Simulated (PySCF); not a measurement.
2-chloro-3-fluorobuta-1,3-diene (C₄H₄ClF), SMILES C=C(F)C(=C)Cl. Geometry optimised at PBE-D3(BJ)/def2-SVP. Other conformers were not sampled.

Computed equilibrium geometry at PBE-D3(BJ)/def2-SVP (PySCF confirms it by a frequency run) as bond lengths and angles, and its point group (one conformer of several):
point group Cs.
Atoms: C1 C2 F3 C4 C5 Cl6 H7 H8 H9 H10. Bonds (Å): C1–C2 1.346, C1–H7 1.098, C1–H8 1.096, C2–F3 1.352, C2–C4 1.472, C4–C5 1.350, C4–Cl6 1.748, C5–H9 1.098, C5–H10 1.098. Bond angles (°): C2–C1–H7 119.9, C2–C1–H8 120.0, H7–C1–H8 120.1, C1–C2–F3 119.9, C1–C2–C4 127.9, F3–C2–C4 112.2, C2–C4–C5 123.4, C2–C4–Cl6 115.9, C5–C4–Cl6 120.7, C4–C5–H9 119.3, C4–C5–H10 121.2, H9–C5–H10 119.5.
Charge 0, spin multiplicity 1.
